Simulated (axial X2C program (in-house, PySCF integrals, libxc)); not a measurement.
Levels of Br₂⁻ by electron attachment to Br₂ (EOM-EA-CCSD)

Computed with an in-house all-electron X2C program for linear molecules (integrals from PySCF): two-component X2C with atomic mean-field Coulomb and Gaunt terms, Gaussian nuclei, basis Br dyall-acv3z with contracted cores.

R = 2.494 Å (1.090 times 2.288 Å, the PBE0 minimum at charge 0 for the lowest determinant).

Levels of Br₂⁻ obtained by attaching an electron to Br₂:

```json
{"Ω": "1/2", "binding energy (eV)": "2.109", "above lowest (cm⁻¹)": "0", "attached spinor": "78% Br pσ, 14% Br dσ", "one-particle weight": "0.95"}
{"Ω": "1/2", "binding energy (eV)": "-1.562", "above lowest (cm⁻¹)": "29608", "attached spinor": "98% Br pσ", "one-particle weight": "0.98"}
{"Ω": "1/2", "binding energy (eV)": "-1.563", "above lowest (cm⁻¹)": "29619", "attached spinor": "86% Br sσ, 12% Br pσ", "one-particle weight": "0.98"}
{"Ω": "1/2", "binding energy (eV)": "-2.119", "above lowest (cm⁻¹)": "34102", "attached spinor": "100% Br pπ", "one-particle weight": "0.99"}
{"Ω": "3/2", "binding energy (eV)": "-2.137", "above lowest (cm⁻¹)": "34242", "attached spinor": "100% Br pπ", "one-particle weight": "0.99"}
{"Ω": "1/2", "binding energy (eV)": "-2.573", "above lowest (cm⁻¹)": "37766", "attached spinor": "76% Br pσ, 16% Br dσ", "one-particle weight": "0.99"}
```

Task: What is the splitting of the first π pair in the table, and is it regular or inverted?

Result: E(3/2) − E(1/2) = 34242 − 34102 = 140 cm⁻¹ at EOM-EA-CCSD: regular, Ω = 1/2 lower. Splittings at this level can be off by ten to twenty per cent.

Negative binding energies belong to unbound states, resonances or levels that the basis set holds; within some tenths of an eV of zero the sign is not settled.

This point took 15 s on 1 thread of Intel(R) Xeon(R) 6975P-C (Granite Rapids), on a shared host.

Reference electrons by ω block (each with its −ω partner): 1/2: 23, 3/2: 10, 5/2: 2. 14 electrons of Br₂ correlated (inner shells frozen), 92 natural virtual spinors (a truncated set); levels can be off by some tenths of an eV. Roots sought by Ω: (1/2: 5, 3/2: 4, 5/2: 2, 7/2: 1); the list ends where they run out and leaves out roots under 60 % one-particle weight. The solver can skip a root, and states that need a further excitation, which the method places far too high, are missing though they may lie low or lowest. T1 of the reference 0.009 (Lee–Taylor). Number of frozen shells: Br 3 s, 2 p, 1 d. g and u states are not told apart.
